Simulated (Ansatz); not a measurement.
Nudged elastic band run: C2H5BSe

input.yaml

```yaml
crystal:
  periodic: [false, false, false]
  atoms:
    - { symbol: B, position_ang: [0.193754, 2.093677, -0.71835] }
    - { symbol: Se, position_ang: [-0.110826, 0.303743, -1.281977] }
    - { symbol: C, position_ang: [-0.019566, -0.650389, 0.380281] }
    - { symbol: C, position_ang: [-0.194117, -1.969855, 0.465011] }
    - { symbol: H, position_ang: [0.376143, 2.342649, 0.443277] }
    - { symbol: H, position_ang: [0.190276, 2.928921, -1.582267] }
    - { symbol: H, position_ang: [0.187857, -0.026765, 1.25507] }
    - { symbol: H, position_ang: [-0.133451, -2.476461, 1.432873] }
    - { symbol: H, position_ang: [-0.401669, -2.59192, -0.411018] }
basis:
  gaussian: { orbitals: def2-SVP }
hamiltonian:
  xc: b3lyp
  dispersion: d4
neb:
  order_check: false
  images: 9
  f_tol: 0.05
  max_iterations: 60
  final_atoms:
    - { symbol: B, position_ang: [0.09070435, 1.72288544, -0.84613389] }
    - { symbol: Se, position_ang: [1.17781401, 1.00660481, 0.54204964] }
    - { symbol: C, position_ang: [0.32524719, -0.66290579, 0.99204506] }
    - { symbol: C, position_ang: [-0.31981399, -1.47378515, 0.15352389] }
    - { symbol: H, position_ang: [0.46769235, 2.77022937, -1.30015562] }
    - { symbol: H, position_ang: [-0.90270315, 1.16139652, -1.21911513] }
    - { symbol: H, position_ang: [0.4518085, -0.91903241, 2.04884723] }
    - { symbol: H, position_ang: [-0.7648233, -2.40354998, 0.52173765] }
    - { symbol: H, position_ang: [-0.43752496, -1.2482428, -0.90989883] }
  initial_path:
    images:
      - { positions_ang: [[0.193754, 2.093677, -0.71835], [-0.110826, 0.303743, -1.281977], [-0.019566, -0.650389, 0.380281], [-0.194117, -1.969855, 0.465011], [0.376143, 2.342649, 0.443277], [0.190276, 2.928921, -1.582267], [0.187857, -0.026765, 1.25507], [-0.133451, -2.476461, 1.432873], [-0.401669, -2.59192, -0.411018]] }
      - { positions_ang: [[0.17461647, 2.04915274, -0.71827603], [0.18311952, 0.32254016, -1.2116944], [0.09444189, -0.6228152, 0.41525866], [-0.21877977, -1.85417165, 0.4506057], [0.36296751, 2.43919626, 0.34290749], [-0.04567913, 2.72000635, -1.5256677], [0.27504408, -0.3447842, 1.27657918], [-0.26371533, -2.36097721, 1.39437794], [-0.47361424, -2.39454725, -0.44119084]] }
      - { positions_ang: [[0.15547895, 2.00462849, -0.71820206], [0.47706504, 0.34133733, -1.1414118], [0.20844979, -0.5952414, 0.45023632], [-0.24344253, -1.7384883, 0.43620041], [0.34979202, 2.53574351, 0.24253798], [-0.28163427, 2.51109169, -1.46906841], [0.36223116, -0.66280339, 1.29808836], [-0.39397967, -2.24549343, 1.35588288], [-0.54555948, -2.19717449, -0.47136368]] }
      - { positions_ang: [[0.13634142, 1.96010423, -0.71812809], [0.77101056, 0.36013449, -1.07112919], [0.32245768, -0.56766761, 0.48521398], [-0.2681053, -1.62280496, 0.42179511], [0.33661653, 2.63229077, 0.14216847], [-0.5175894, 2.30217704, -1.41246911], [0.44941823, -0.98082259, 1.31959754], [-0.524244, -2.13000964, 1.31738782], [-0.61750472, -1.99980174, -0.50153653]] }
      - { positions_ang: [[0.11720389, 1.91557997, -0.71805412], [1.06495608, 0.37893166, -1.00084659], [0.43646557, -0.54009381, 0.52019164], [-0.29276807, -1.50712161, 0.40738982], [0.32344103, 2.72883803, 0.04179895], [-0.75354454, 2.09326238, -1.35586982], [0.53660531, -1.29884178, 1.34110672], [-0.65450833, -2.01452586, 1.27889276], [-0.68944996, -1.80242898, -0.53170937]] }
      - { positions_ang: [[0.09806636, 1.87105572, -0.71798014], [1.3589016, 0.39772882, -0.93056399], [0.55047347, -0.51252001, 0.5551693], [-0.31743083, -1.39143826, 0.39298452], [0.31026554, 2.82538528, -0.05857056], [-0.98949967, 1.88434773, -1.29927052], [0.62379239, -1.61686098, 1.3626159], [-0.78477267, -1.89904207, 1.2403977], [-0.76139519, -1.60505623, -0.56188221]] }
      - { positions_ang: [[0.09659396, 1.84142166, -0.74361089], [1.32268409, 0.51950402, -0.63604126], [0.50542821, -0.54259717, 0.64254445], [-0.31790747, -1.40790764, 0.34509239], [0.3417509, 2.8143541, -0.30688757], [-0.97214036, 1.73975749, -1.28323944], [0.58939561, -1.47729527, 1.49986217], [-0.7807828, -1.99994365, 1.09666569], [-0.69662115, -1.53369354, -0.63148553]] }
      - { positions_ang: [[0.09512156, 1.81178761, -0.76924164], [1.28646657, 0.64127922, -0.34151854], [0.46038295, -0.57267432, 0.7299196], [-0.3183841, -1.42437702, 0.29720027], [0.37323627, 2.80332292, -0.55520458], [-0.95478106, 1.59516725, -1.26720837], [0.55499883, -1.33772955, 1.63710843], [-0.77679292, -2.10084523, 0.95293368], [-0.6318471, -1.46233086, -0.70108886]] }
      - { positions_ang: [[0.09364916, 1.78215355, -0.79487239], [1.25024905, 0.76305441, -0.04699581], [0.4153377, -0.60275148, 0.81729476], [-0.31886073, -1.4408464, 0.24930814], [0.40472163, 2.79229173, -0.80352159], [-0.93742176, 1.45057701, -1.25117729], [0.52060205, -1.19816384, 1.7743547], [-0.77280305, -2.20174682, 0.80920167], [-0.56707305, -1.39096817, -0.77069218]] }
      - { positions_ang: [[0.09217675, 1.7525195, -0.82050314], [1.21403153, 0.88482961, 0.24752691], [0.37029244, -0.63282864, 0.90466991], [-0.31933736, -1.45731577, 0.20141602], [0.43620699, 2.78126055, -1.05183861], [-0.92006245, 1.30598676, -1.23514621], [0.48620528, -1.05859813, 1.91160096], [-0.76881318, -2.3026484, 0.66546966], [-0.50229901, -1.31960549, -0.84029551]] }
      - { positions_ang: [[0.09070435, 1.72288544, -0.84613389], [1.17781401, 1.00660481, 0.54204964], [0.32524719, -0.66290579, 0.99204506], [-0.31981399, -1.47378515, 0.15352389], [0.46769235, 2.77022937, -1.30015562], [-0.90270315, 1.16139652, -1.21911513], [0.4518085, -0.91903241, 2.04884723], [-0.7648233, -2.40354998, 0.52173765], [-0.43752496, -1.2482428, -0.90989883]] }
```

Run as:

```bash
$ ansatz run input.yaml --threads 2 --pin off --max-ram 3072MiB --backend cpu --events-out ev --progress --plain --runs-dir out
```

Output, in part (warnings, iteration lines, the closing report on the highest movable image, with atoms numbered from 0):

```
NEB end point (image 0): max|allowed force component| = 1.476e-2 eV/Å (the criterion of neb.relax_end_points is 1.000e-2)
NEB end point (image 10): max|allowed force component| = 1.082e-2 eV/Å (the criterion of neb.relax_end_points is 1.000e-2)
NEB iter   1: max|band force component| = 1.608e1 eV/Å  barrier→ = 5.8033 eV  barrier← = 5.7332 eV  Δτ_max = 0.2000 Å  (295 SCF iters)
NEB iter   2: max|band force component| = 3.768e0 eV/Å  barrier→ = 3.8542 eV  barrier← = 3.7841 eV  Δτ_max = 0.2000 Å  (300 SCF iters)
NEB iter   3: max|band force component| = 2.693e0 eV/Å  barrier→ = 2.8574 eV  barrier← = 2.7873 eV  Δτ_max = 0.1982 Å  (282 SCF iters)
NEB iter   4: max|band force component| = 3.464e0 eV/Å  barrier→ = 2.1051 eV  barrier← = 2.0350 eV  Δτ_max = 0.1002 Å  (268 SCF iters)
NEB iter   5: max|band force component| = 1.817e0 eV/Å  barrier→ = 1.5968 eV  barrier← = 1.5267 eV  Δτ_max = 0.1982 Å  (268 SCF iters)
NEB iter   6: max|band force component| = 1.424e0 eV/Å  barrier→ = 0.9587 eV  barrier← = 0.8886 eV  Δτ_max = 0.2000 Å  (271 SCF iters)
NEB iter   7: max|band force component| = 8.465e-1 eV/Å  barrier→ = 0.9208 eV  barrier← = 0.8507 eV  Δτ_max = 0.2000 Å  (269 SCF iters)
NEB iter   8: max|band force component| = 3.317e-1 eV/Å  barrier→ = 0.9149 eV  barrier← = 0.8448 eV  CI = image 7  Δτ_max = 0.2000 Å  (272 SCF iters)
NEB iter   9: max|band force component| = 3.979e-1 eV/Å  barrier→ = 0.9129 eV  barrier← = 0.8428 eV  CI = image 7  Δτ_max = 0.1003 Å  (270 SCF iters)
NEB iter  10: max|band force component| = 2.710e-1 eV/Å  barrier→ = 0.9093 eV  barrier← = 0.8392 eV  CI = image 7  Δτ_max = 0.1004 Å  (273 SCF iters)
NEB iter  11: max|band force component| = 2.838e-1 eV/Å  barrier→ = 0.9046 eV  barrier← = 0.8345 eV  CI = image 7  Δτ_max = 0.0500 Å  (269 SCF iters)
NEB iter  12: max|band force component| = 1.668e-1 eV/Å  barrier→ = 0.9027 eV  barrier← = 0.8326 eV  CI = image 7  Δτ_max = 0.0501 Å  (261 SCF iters)
NEB iter  13: max|band force component| = 1.966e-1 eV/Å  barrier→ = 0.9021 eV  barrier← = 0.8320 eV  CI = image 7  Δτ_max = 0.0250 Å  (264 SCF iters)
NEB iter  14: max|band force component| = 1.730e-1 eV/Å  barrier→ = 0.9021 eV  barrier← = 0.8320 eV  CI = image 7  Δτ_max = 0.0250 Å  (236 SCF iters)
NEB iter  15: max|band force component| = 1.434e-1 eV/Å  barrier→ = 0.9021 eV  barrier← = 0.8320 eV  CI = image 7  Δτ_max = 0.0250 Å  (227 SCF iters)
NEB iter  16: max|band force component| = 1.221e-1 eV/Å  barrier→ = 0.9021 eV  barrier← = 0.8320 eV  CI = image 7  Δτ_max = 0.0250 Å  (226 SCF iters)
NEB iter  17: max|band force component| = 1.308e-1 eV/Å  barrier→ = 0.9021 eV  barrier← = 0.8319 eV  CI = image 7  Δτ_max = 0.0501 Å  (213 SCF iters)
NEB iter  18: max|band force component| = 1.253e-1 eV/Å  barrier→ = 0.9021 eV  barrier← = 0.8319 eV  CI = image 7  Δτ_max = 0.1001 Å  (241 SCF iters)
NEB iter  19: max|band force component| = 1.518e-1 eV/Å  barrier→ = 0.9021 eV  barrier← = 0.8319 eV  CI = image 7  Δτ_max = 0.0500 Å  (244 SCF iters)
NEB iter  20: max|band force component| = 1.188e-1 eV/Å  barrier→ = 0.9020 eV  barrier← = 0.8319 eV  CI = image 7  Δτ_max = 0.0500 Å  (240 SCF iters)
NEB iter  21: max|band force component| = 1.334e-1 eV/Å  barrier→ = 0.9020 eV  barrier← = 0.8319 eV  CI = image 7  Δτ_max = 0.0250 Å  (241 SCF iters)
NEB iter  22: max|band force component| = 9.749e-2 eV/Å  barrier→ = 0.9020 eV  barrier← = 0.8319 eV  CI = image 7  Δτ_max = 0.0250 Å  (209 SCF iters)
NEB iter  23: max|band force component| = 5.650e-2 eV/Å  barrier→ = 0.9020 eV  barrier← = 0.8319 eV  CI = image 7  Δτ_max = 0.0250 Å  (205 SCF iters)
NEB iter  24: max|band force component| = 2.409e-2 eV/Å  barrier→ = 0.9020 eV  barrier← = 0.8319 eV  CI = image 7  Δτ_max = 0.0000 Å  (452 SCF iters)
Total energy: -68171.25819475 eV, -2505.2475305187 hartree
Atom 0 at     0.094450     1.540788    -0.611407 Å, force    -0.000008    -0.000079    -0.000074 eV/Å
Atom 1 at     1.742724     0.412723    -0.590845 Å, force    -0.000048    -0.000051     0.000042 eV/Å
Atom 2 at     0.561334    -0.596414     0.583362 Å, force     0.000182     0.000149    -0.000240 eV/Å
Atom 3 at    -0.477336    -1.333041     0.170908 Å, force    -0.000210    -0.000243     0.000088 eV/Å
Atom 4 at     0.043017     2.542903     0.053851 Å, force     0.000017     0.000098     0.000073 eV/Å
Atom 5 at    -0.836319     1.181466    -1.280730 Å, force    -0.000024    -0.000006    -0.000002 eV/Å
Atom 6 at     0.796130    -0.496217     1.647486 Å, force    -0.000030    -0.000016     0.000185 eV/Å
Atom 7 at    -1.103652    -1.861957     0.897466 Å, force     0.000071     0.000085    -0.000026 eV/Å
Atom 8 at    -0.731948    -1.436651    -0.887191 Å, force     0.000050     0.000063    -0.000047 eV/Å
Dipole moment:    -0.234766    -0.153401     0.126837 e Å
```

It converged. The profile has 2 maxima (images 5, 7) with wells between them (image 6): this band takes more than one step, which may be the mechanism or a detour left from its start path. A vibrational analysis at the climbing image gives one clearly imaginary mode, 357i cm⁻¹: a first-order saddle point.

Final band:

| image | path coordinate (Å) | energy (kJ/mol) |
| --- | --- | --- |
| 0 | 0.00 | 0.0 |
| 1 | 1.00 | 3.8 |
| 2 | 2.00 | 9.3 |
| 3 | 3.01 | 10.3 |
| 4 | 4.00 | 27.6 |
| 5 | 5.00 | 69.5 |
| 6 | 6.00 | 67.9 |
| 7 | 7.00 | 87.0 |
| 8 | 7.75 | 61.0 |
| 9 | 8.50 | 20.0 |
| 10 | 9.25 | 6.8 |

Time of the run: 8.8 min on 2 threads of Arm Neoverse V1, with other jobs on the host, peak memory 0.24 GiB.
